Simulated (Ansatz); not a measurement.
Molecule (SMILES): F[C]Cl (closed-shell singlet).
Atoms: F1, C2, Cl3. Bonds: F1-C2, C2-Cl3.

Basis-set convergence of the optimised C2-Cl3 bond length at PBE with Ansatz (a quantum-chemistry and plane-wave program). Cartesian d functions, on some or all atoms, in 6-31G**, 6-311G**; all else is spherical. The program fits the integrals of some runs and decomposes those of others, by size. No added dispersion term, no relativity. Reference: the value in def2-QZVPPD, 1.7626 Å, itself unsure by roughly 0.0017 Å (its mean distance from pcseg-3, def2-QZVPP, cc-pV(Q+d)Z). Deviations are taken from unrounded values.

| basis | functions | optimised C2-Cl3 bond length (Å) | minus reference (Å) |
|---|---|---|---|
| STO-3G | 19 | 1.9267 | 0.1640 |
| 3-21G | 31 | 1.9698 | 0.2072 |
| 6-31G | 31 | 1.9026 | 0.1400 |
| pcseg-0 | 31 | 1.9717 | 0.2091 |
| pcseg-1 | 46 | 1.7919 | 0.0293 |
| 6-31G** | 49 | 1.8025 | 0.0399 |
| 6-311G** | 63 | 1.7940 | 0.0314 |
| aug-cc-pV(D+d)Z | 78 | 1.7651 | 0.0025 |
| pcseg-2 | 94 | 1.7671 | 0.0045 |
| jun-cc-pV(T+d)Z | 126 | 1.7641 | 0.0015 |
| aug-cc-pV(T+d)Z | 147 | 1.7645 | 0.0019 |
| pcseg-3 | 184 | 1.7631 | 0.0005 |

The smallest set listed that lies within 0.01 Å of the reference with all its larger relatives (same family, alike in diffuse functions; a set with none counts only in the reference's own line) is aug-cc-pV(D+d)Z (78 functions, 0.0025 Å off).
